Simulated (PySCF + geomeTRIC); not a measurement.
Species: [Ti(NH2)3(CH3)] (charge 0, multiplicity 1).

Question: Give a relaxed geometry from TPSS-D3(BJ)/def2-SVP (PySCF + geomeTRIC).

Answer: This is not unique; one that fits is the end point of this relaxation, one of several conformers.
Cartesian coordinates (Å) in one orientation:
```xyz
14

Ti     0.181     0.076    -0.083
N      0.277    -0.898     1.532
H     -0.104    -0.515     2.405
H      0.582    -1.862     1.694
N      1.219     1.652     0.004
H      1.156     2.366    -0.731
H      1.814     2.000     0.760
N      0.684    -0.993    -1.558
H      1.424    -0.844    -2.248
H      0.121    -1.804    -1.837
C     -1.836     0.650    -0.366
H     -2.476    -0.239    -0.534
H     -1.934     1.319    -1.244
H     -2.218     1.188     0.525
```
